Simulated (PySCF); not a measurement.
Vertical excitations of a molecule C5H8Si from TDA-PBE/def2-SVPD (PySCF), as energy in eV (oscillator strength): 4.45 (0.110), 5.04 (0.035), 5.45 (0.001), 5.64 (0.012), 5.83 (0.010), 5.84 (0.012), 6.26 (0.036), 6.41 (0.002), 6.46 (0.026), 6.49 (0.014). Lowest triplet (TDA): 2.71 eV. Geometry: B3LYP-D3(BJ)/def2-SVP. The values are those of a single conformer.

Q: Which molecule gave these data?
(A) C=CC#CC[SiH3]
(B) C#CC/C=C/[SiH3]
(C) C1=CC[SiH2]C=C1
(D) C=C[SiH2]C#CC

A: C, C1=CC[SiH2]C=C1
